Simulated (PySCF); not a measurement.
C2H8AlN, SMILES [CH3][Al]([CH3])[NH2].

The structure is a stationary point at B3LYP-D3(BJ)/def2-SVP. The structure was generated by enumeration; whether it is a known compound was not checked. The values are those of a single conformer.

Two levels are set side by side: TDA-PBE/def2-SVPD (PySCF) and TDA-ωB97X/def2-SVPD (PySCF). Vertical, same geometry. The lowest singlet is HOMO→LUMO 99 % with PBE and HOMO→LUMO 82 % with the other functional; states are paired by order. Differences are taken from unrounded values.

```tsv
quantity	TDA-ωB97X	TDA-PBE	TDA-PBE minus TDA-ωB97X
lowest singlet excitation (eV)	6.45	5.21	-1.24
lowest triplet excitation (TDA) (eV)	6.25	4.96	-1.29
first bright state (f over 0.05) (eV)	6.45	5.21	-1.24
its oscillator strength	0.09	0.05	-0.04
```

Functionals without exact exchange tend to place singlet excitations lower, as here. Differences between two approximate levels are no errors against the true value.

Rough cost on one machine, each run with all the roots and properties that it gave: TDA-ωB97X against TDA-PBE about 4 times.
